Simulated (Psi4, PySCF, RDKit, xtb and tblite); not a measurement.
Torsional profile of SMILES c1c(-c2ccncc2)cccn1. Scanned: dihedral C4–C5–C6–C7; all other coordinates were relaxed at GFN2-xTB. Points at φ and −φ are mirror images. Heavy atoms are numbered in the order of the SMILES c1cncc(-c2ccncc2)c1, hydrogens after them in the order of the atoms that carry them; the mirror image has the same energies with the sign of each dihedral reversed.

Levels: RHF/3-21G = restricted Hartree-Fock/3-21G, density fitting // GFN2-xTB (PySCF 2.14.0); GFN2-xTB (xtb and tblite); MMFF94 // GFN2-xTB (RDKit); PBE-D3(BJ)/def2-SVP // GFN2-xTB (Psi4).

Energies relative to the lowest point of each profile, in eV; the last columns give the difference from PBE-D3(BJ):

```tsv
φ / °	RHF/3-21G	GFN2-xTB	MMFF94	PBE-D3(BJ)/def2-SVP	RHF/3-21G − PBE-D3(BJ)/def2-SVP	GFN2-xTB − PBE-D3(BJ)/def2-SVP	MMFF94 − PBE-D3(BJ)/def2-SVP
-165	0.089	0.052	0.105	0.024	0.065	0.028	0.081
-150	0.027	0.009	0.038	0.000	0.027	0.009	0.038
-135	0.001	0.000	0.005	0.008	-0.007	-0.008	-0.003
-120	0.009	0.024	0.003	0.048	-0.039	-0.024	-0.046
-105	0.030	0.059	0.012	0.099	-0.069	-0.040	-0.087
-90	0.040	0.076	0.017	0.122	-0.082	-0.046	-0.105
-75	0.030	0.060	0.010	0.100	-0.071	-0.040	-0.090
-60	0.008	0.025	0.000	0.050	-0.041	-0.025	-0.050
-45	0.000	0.000	0.004	0.008	-0.008	-0.008	-0.005
-30	0.028	0.009	0.038	0.000	0.028	0.009	0.038
-15	0.090	0.052	0.103	0.024	0.066	0.028	0.079
0	0.130	0.088	0.148	0.041	0.089	0.047	0.107
15	0.090	0.052	0.103	0.024	0.066	0.028	0.079
30	0.028	0.009	0.038	0.000	0.028	0.009	0.038
45	0.000	0.000	0.004	0.008	-0.008	-0.008	-0.005
60	0.008	0.025	0.000	0.050	-0.041	-0.025	-0.050
75	0.030	0.060	0.010	0.100	-0.071	-0.040	-0.090
90	0.040	0.076	0.017	0.122	-0.082	-0.046	-0.105
105	0.030	0.059	0.012	0.099	-0.069	-0.040	-0.087
120	0.009	0.024	0.003	0.048	-0.039	-0.024	-0.046
135	0.001	0.000	0.005	0.008	-0.007	-0.008	-0.003
150	0.027	0.009	0.038	0.000	0.027	0.009	0.038
165	0.089	0.052	0.105	0.024	0.065	0.028	0.081
180	0.131	0.088	0.148	0.041	0.089	0.047	0.107
```

RHF/3-21G is furthest from PBE-D3(BJ)/def2-SVP at 180 (0.089 eV, above); its mean absolute difference over the points is 0.049 eV.

GFN2-xTB is furthest from PBE-D3(BJ)/def2-SVP at 0 (0.047 eV, above); its mean absolute difference over the points is 0.026 eV.

MMFF94 is furthest from PBE-D3(BJ)/def2-SVP at 180 (0.107 eV, above); its mean absolute difference over the points is 0.061 eV.
